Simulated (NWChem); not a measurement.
Species: SiH$_{3}$O$_{3}$, doublet; SMILES O[Si](O)O

```xyz
7

O     -1.4962     0.2759     0.1646
Si     0.0461    -0.0061    -0.3858
O      0.5100    -1.4778     0.2462
O      0.9466     1.2709     0.1693
H     -2.0947    -0.4776     0.1475
H      1.3067    -1.8634    -0.1317
H      0.4606     1.8741     0.7446
```
Atoms are numbered in this order, from 1.

Computed with NWChem. Spin-unrestricted. Coordinates come from a PBE0/def2-SVP, spin-unrestricted optimisation. No stability test was run on the SCF state. Level SCAN/def2-SVP: energy and gradient on several grids; changes count from the extra-fine grid, which is no exact limit either.

| grid | size of the energy change (μHa) | largest change of a gradient component (μHa/bohr) | time, medium = 1 (rough) |
|---|---|---|---|
| xcoarse | 4000 | 4000 | about 1 |
| coarse | 20000 | 2000 | about 1 |
| medium | 100 | 900 | about 1 |
| fine | 3000 | 400 | about 1 |
| xfine | < 10 | < 30 | 4 |
